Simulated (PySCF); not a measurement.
FHSZn, SMILES [F][Zn][SH]. Atoms are numbered in the order given.

```xyz
4

Zn    -0.0075     0.3707     0.0000
F      0.0177     2.1217     0.0000
S     -0.0750    -1.7712     0.0000
H      1.2663    -1.8780     0.0000
```

Geometry optimised at TPSSh-D3(BJ)/def2-TZVP. The values are those of a single conformer.

These are IEF-PCM-B3LYP/def2-SVP (PySCF) values and carry that method's errors.

The values are the electrostatic part of the solvation free energy, E(continuum) − E(gas) at the gas-phase geometry, in a cavity of scaled van der Waals radii (PySCF's table); cavitation and dispersion terms are not included. A continuum can't describe solvent molecules that bind to the metal. In vacuum the orbital gap is 5.74 eV. The dipole moment in vacuum is 1.50 D.

Task: Estimate the values in water (ε = 78.36), n-hexane (ε = 1.88), ethanol (ε = 24.85). (An estimate is asked for; the answer gives what the named calculation found.)

Result: 
```csv
solvent,ε,ΔG(elec) (kcal/mol),dipole (D),gap (eV)
water,78.36,-19.2,1.31,6.13
n-hexane,1.88,-6.5,1.44,5.85
ethanol,24.85,-18.3,1.31,6.11
```
